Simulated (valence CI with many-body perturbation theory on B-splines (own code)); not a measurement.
Which ion has this spectrum?

A relativistic CI+MBPT calculation for an atom or ion with 40 electrons gives these levels (cm⁻¹):

```csv
J,Parity,E,g
0,even,0.0,
1,even,72193,1.50
2,even,104540,1.31
4,even,107431,1.10
3,even,116008,1.21
0,even,171007,
4,even,178598,1.16
2,even,179356,1.13
3,even,183529,1.11
5,even,196707,1.08
1,even,203967,1.16
6,even,206251,1.09
4,even,217668,1.03
3,even,218312,1.11
```

The energies are calculated, and their last digits are not significant.

(1) Which is it?
A. Hf32+
B. Yb30+
C. Tm29+
D. Dy26+

## Answers

(1) C. Tm29+, ground level (4d3/2^4) J=0.
